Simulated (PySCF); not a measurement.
Method: PBE-D3(BJ)/def2-TZVP // PBE0-D3(BJ)/def2-TZVP in PySCF. All species are isolated molecules in the gas phase. 

Reference species (SMILES): `I[B]I` (neutral, multiplicity 2).

| Quantity | Value |
|---|---|
| dipole moment | 0.73 D |

Changed species: `[BH]I` (radical fragment; the reference has radical fragment).

Task: Predict the effect on the dipole moment.

Result: the dipole moment falls by 0.05 D, to 0.68 D.
